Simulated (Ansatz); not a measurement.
Consider the substitution at a C–B bond: `NB(Cl)CO` + `O=CCO` → `O=CCOCO` + `NBCl`.

Calculated with Ansatz (gas phase, PBE0-D4/def2-TZVP geometries, no zero-point term in ΔE). CCSD(T)/CBS is the MP2 limit (def2-TZVPP, def2-QZVPP) plus CCSD(T) − MP2 in def2-TZVPP, frozen cores. This one scheme is used for every species. DFT in def2-TZVPP. B3LYP here is the variant with VWN-RPA as its local correlation; programs differ in this. One conformer a species, not always the lowest.

(1) Is it downhill or uphill in electronic energy at CCSD(T)/CBS, and by how much? (Best estimate.)

(2) What do these levels give: B3LYP-D4, ωB97X-V, B2PLYP, r2SCAN, B3LYP, HF/def2-TZVPP, SCS-MP2/def2-TZVPP, HF/def2-QZVPP, SCS-MP2/def2-QZVPP, HF/CBS(def2), MP2/CBS(def2), CCSD/CBS(def2)? (Best estimate.)

Largest T1 diagnostic among the species: 0.014.

Answers

(1) Computed: Uphill: ΔE = +0.49 eV.

(2) Computed: B3LYP-D4 0.45, ωB97X-V 0.43, B2PLYP 0.44, r2SCAN 0.48, B3LYP 0.44, HF/def2-TZVPP 0.33, SCS-MP2/def2-TZVPP 0.42, HF/def2-QZVPP 0.33, SCS-MP2/def2-QZVPP 0.45, HF/CBS(def2) 0.33, MP2/CBS(def2) 0.53, CCSD/CBS(def2) 0.49 eV.

In def2-TZVPP, CCSD(T) changes the Hartree–Fock value by +0.11 eV (the triples alone add +0.00 eV) and MP2 by +0.15 eV.
